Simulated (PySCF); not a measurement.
Species: C₄H₇O₃S (doublet state).
Numbering: `[CH2:1]=[C:2][CH2:3][S:4](=[O:5])(=[O:6])[O:7][CH3:8]` (hydrogens: H9, H10 on C1; H11, H12 on C3; H13, H14, H15 on C8)

Cartesian coordinates in Å at the GFN2-xTB level; atoms count from 1:
```
atom  x, y, z in Å
C1     2.965   -0.118   -0.519
C2     2.101    0.522    0.195
C3     0.747    0.593    0.573
S4    -0.251   -0.747   -0.330
O5    -0.403   -0.372   -1.707
O6     0.285   -2.031   -0.017
O7    -1.701   -0.650    0.407
C8    -2.635    0.270   -0.113
H9     2.683   -0.974   -1.133
H10    4.010    0.146   -0.549
H11    0.571    0.367    1.621
H12    0.256    1.515    0.273
H13   -2.626    1.190    0.478
H14   -3.621   -0.190   -0.058
H15   -2.387    0.488   -1.154
```

The hyperfine couplings belong to this conformer and change with its torsions.

Method used: UKS B3LYP, pcH-1 on C H O S, non-relativistic, mean-field spin-orbit, GIAO (PySCF). Isolated species at its GFN2-xTB geometry (one conformer only). Couplings are sensitive to structure, and on GFN2-xTB geometries they can be far from those on DFT ones. Stability of the SCF solution: not tested.

Principal values of hyperfine tensors in MHz (contact, dipolar and spin–orbit terms together), for some of the nuclei:

```json
{"atom": "C2", "isotope": "13C", "A1": "168.91", "A2": "188.97", "A3": "378.81"}
{"atom": "H9", "isotope": "1H", "A1": "172.04", "A2": "175.36", "A3": "182.88"}
{"atom": "H10", "isotope": "1H", "A1": "110.65", "A2": "111.84", "A3": "127.24"}
{"atom": "H12", "isotope": "1H", "A1": "24.39", "A2": "27.01", "A3": "40.66"}
{"atom": "C3", "isotope": "13C", "A1": "20.91", "A2": "29.11", "A3": "37.90"}
{"atom": "H11", "isotope": "1H", "A1": "21.42", "A2": "24.12", "A3": "37.62"}
{"atom": "C1", "isotope": "13C", "A1": "-36.22", "A2": "-16.07", "A3": "-4.70"}
{"atom": "O7", "isotope": "17O", "A1": "-30.80", "A2": "-9.10", "A3": "-8.42"}
```

**Question.** Split each tensor into its isotropic and traceless parts, and turn a_iso into mT with g = 2.0024.

**Answer.** a_iso = (A1 + A2 + A3)/3, Ti = Ai − a_iso; 1 mT corresponds to 28.026 MHz. The tensors hold a spin–orbit part: the run splits a_iso into a_FC + a_SO, and T includes its anisotropic share.

```json
{"atom": "C2", "a_iso (MHz)": "245.56", "a_FC": "245.69", "a_SO": "-0.13", "a_iso (mT)": "8.762", "T1": "-76.66", "T2": "-56.59", "T3": "133.25"}
{"atom": "H9", "a_iso (MHz)": "176.76", "a_FC": "176.76", "a_SO": "0.00", "a_iso (mT)": "6.307", "T1": "-4.72", "T2": "-1.40", "T3": "6.12"}
{"atom": "H10", "a_iso (MHz)": "116.58", "a_FC": "116.58", "a_SO": "0.00", "a_iso (mT)": "4.160", "T1": "-5.92", "T2": "-4.74", "T3": "10.66"}
{"atom": "H12", "a_iso (MHz)": "30.69", "a_FC": "30.69", "a_SO": "0.00", "a_iso (mT)": "1.095", "T1": "-6.30", "T2": "-3.68", "T3": "9.98"}
{"atom": "C3", "a_iso (MHz)": "29.31", "a_FC": "29.31", "a_SO": "0.00", "a_iso (mT)": "1.046", "T1": "-8.40", "T2": "-0.20", "T3": "8.60"}
{"atom": "H11", "a_iso (MHz)": "27.72", "a_FC": "27.72", "a_SO": "0.00", "a_iso (mT)": "0.989", "T1": "-6.30", "T2": "-3.60", "T3": "9.90"}
{"atom": "C1", "a_iso (MHz)": "-19.00", "a_FC": "-19.00", "a_SO": "0.00", "a_iso (mT)": "-0.678", "T1": "-17.23", "T2": "2.93", "T3": "14.30"}
{"atom": "O7", "a_iso (MHz)": "-16.11", "a_FC": "-16.04", "a_SO": "-0.07", "a_iso (mT)": "-0.575", "T1": "-14.69", "T2": "7.01", "T3": "7.68"}
```

**Question.** What spin density at the nucleus of C2 lies behind its contact coupling (g_N = 1.40482)?

**Answer.** a_FC = 800.24 MHz bohr³ × g_N × ρ(0)/(2S). With a_FC = 245.69 MHz and 2S = 1, ρ(0) = 0.2186 bohr⁻³.

**Question.** S4 (33S, g_N = 0.42921) isn't in the table. Its spin density at the nucleus is 0.3331 bohr⁻³. What is its contact coupling?

**Answer.** By the same relation, a_FC = 114.4 MHz. The spin–orbit term adds -0.22 MHz. Its full tensor has the principal values 104.34, 104.39, 133.84 MHz.

**Question.** Name the largest traceless tensor T of the table and describe it.

**Answer.** C2: -76.7, -56.6, 133.2 MHz (the dipolar term alone has -76.6, -56.6, 133.1), rhombic: the two smaller values differ by 15 % of the largest.

**Question.** What first-order splitting does H9 cause when the field lies along A1, A2 or A3 of its tensor (g taken as isotropic, no quadrupole term)?

**Answer.** 2 lines (I = 1/2), spaced by |A_i|/(g × 13.996): 6.14, 6.26, 6.53 mT along the axes of A1, A2 and A3.

The run took 82 s (with the writing of density and orbital grids) on Arm Neoverse V2, one thread, on a shared host, and the process peaked at 0.96 GiB of memory.
